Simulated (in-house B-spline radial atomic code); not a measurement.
## Binding energies in Zn

NIST's tabulated ground configuration is [Ar] 3d10 4s2; each binding energy is the energy of the ion with one electron taken from that subshell, relaxed, less that of the parent. Method: Dirac-Hartree-Fock, average of configuration, Fermi nucleus of rms radius 3.9283 fm. Calculated with a B-spline radial code for spherical atoms. Energies include first-order Breit, QED and recoil terms.

| subshell | X-ray name | binding energy (eV) | -ε (eV) | relaxation (eV) |
| --- | --- | --- | --- | --- |
| 2s | L1 | 1206.3 | 1233.9 | 26.1 |
| 2p1/2 | L2 | 1051.8 | 1081.4 | 28.1 |
| 2p3/2 | L3 | 1028.5 | 1057.2 | 27.8 |
| 3s | M1 | 149.9 | 157.8 | 7.8 |
| 3p1/2 | M2 | 100.1 | 107.7 | 7.5 |
| 3p3/2 | M3 | 97.05 | 104.41 | 7.29 |
| 3d3/2 | M4 | 14.9 | 20.98 | 6.08 |
| 3d5/2 | M5 | 14.57 | 20.54 | 5.99 |
| 4s | N1 | 7.79 | 8.13 | 0.33 |

Relaxation = -ε minus the binding energy without Breit, QED and recoil terms.

Emission lines follow as differences of binding energies, with λ = 12398.42 eV·Å / E:

```csv
line,holes,energy (eV),wavelength (Å)
L3-M5,2p3/2 → 3d5/2,1013.9,12.228
L2-M4,2p1/2 → 3d3/2,1036.9,11.957
L1-M3,2s → 3p3/2,1109.2,11.177
L3-M1,2p3/2 → 3s,878.6,14.112
```

**Question.** What does it cost to remove both a 3s and a 3p3/2 electron?

**Answer.** 265.12 eV, which is 18.2 eV more than the two single binding energies together.

**Question.** What does it cost to remove both a 2p1/2 and a 3p3/2 electron?

**Answer.** 1172.7 eV, which is 23.76 eV more than the two single binding energies together.
